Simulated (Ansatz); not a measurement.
Program: Ansatz. Geometries: PBE0-D4/def2-TZVP. ΔE: electronic, gas phase. CBS: MP2 limit from def2 TZ/QZ plus the TZ coupled-cluster correction, frozen cores. This one scheme is used for every species. Functionals use def2-TZVPP.

Consider the adduct formation: `COC` + `[AlH3]` → `C[O+](C)[AlH3-]`.

Problem. Is it downhill or uphill in electronic energy at CCSD(T)/CBS, and by how much? (An estimate is asked.)

Solution. Ansatz gave: Downhill: ΔE = -26.1 kcal/mol.

Problem. What do these levels give: LDA (SPW92), BLYP-D4, B97M-V, PBE0-D4, LC-ωPBE, CCSD(T)/def2-SVP? (Best estimate.)

Solution. The calculation gave: LDA (SPW92) -30.4, BLYP-D4 -23.4, B97M-V -25.6, PBE0-D4 -25.3, LC-ωPBE -24.2, CCSD(T)/def2-SVP -27.6 kcal/mol.

Problem. What do rigid-rotor, harmonic-oscillator terms from PBE0-D4/def2-TZVP frequencies (298.15 K, 1 bar) make of the CCSD(T)/CBS value? (An estimate is asked.)

Solution. Computed: ΔZPE = +2.7 kcal/mol, ΔH = -23.9 kcal/mol, ΔS = -129 J/(mol·K), ΔG = -14.8 kcal/mol.

Largest T1 diagnostic among the species: 0.010.

Leaving LDA and LC-ωPBE aside and taking each functional with its dispersion term where it has one, the values, not all of them listed here, spread over 3.6 kcal/mol, from r2SCAN0-D4 to B2PLYP. LDA lies −8.5 kcal/mol from PBE without D4. At CCSD(T), def2-SVP lies −1.5 kcal/mol from the extrapolated value and def2-TZVPP +0.3 kcal/mol. From PBE to PBE0 (25 % exact exchange), in def2-TZVPP and without D4, ΔE moves by −1.4 kcal/mol.
